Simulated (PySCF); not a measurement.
SiSb, PBE0: how much the basis matters

PySCF, UKS reference; doublet, unpaired electrons π ↑; De to Si + Sb without counterpoise correction.

| basis | relativity | functions | Re (Å) | ωe (cm⁻¹) | De (eV) | μ (D) |
| --- | --- | --- | --- | --- | --- | --- |
| def2-SVP | scalar-relativistic core potentials | 44 | 2.384 | 430 | 2.73 | 0.15 |
| x2c-SVPall | spin-free X2C | 54 | 2.377 | 435 | 2.80 | 0.19 |
| def2-SVPD | scalar-relativistic core potentials | 56 | 2.384 | 430 | 2.77 | 0.11 |
| aug-cc-pV(D+d)Z/aug-cc-pVDZ-PP | scalar-relativistic core potentials | 64 | 2.384 | 429 | 2.75 | 0.08 |
| cc-pV(T+d)Z/cc-pVTZ-PP | scalar-relativistic core potentials | 78 | 2.375 | 433 | 2.81 | 0.06 |
| def2-TZVPP | scalar-relativistic core potentials | 92 | 2.374 | 431 | 2.81 | 0.08 |
| def2-TZVPPD | scalar-relativistic core potentials | 104 | 2.373 | 432 | 2.83 | 0.08 |

Question: How does each smaller set differ from the one with most functions, def2-TZVPPD?

Answer: def2-SVP: +1.1 pm, -0.5 % in ωe, -0.10 eV in De; x2c-SVPall: +0.4 pm, +0.7 % in ωe, -0.03 eV in De; def2-SVPD: +1.1 pm, -0.5 % in ωe, -0.06 eV in De; aug-cc-pV(D+d)Z/aug-cc-pVDZ-PP: +1.1 pm, -0.7 % in ωe, -0.08 eV in De; cc-pV(T+d)Z/cc-pVTZ-PP: +0.2 pm, +0.2 % in ωe, -0.02 eV in De; def2-TZVPP: +0.1 pm, -0.2 % in ωe, -0.02 eV in De. All at PBE0; the set with most functions is neither the basis-set limit nor always the best. The rows treat relativity differently, so the differences are not basis effects alone.

A positive dipole means Si(−)Sb(+). These are scalar-relativistic numbers at best; spin–orbit coupling would shift them, the dissociation energy most. The state is the lowest determinant that a PBE0 search found; another state may lie lower at other levels.
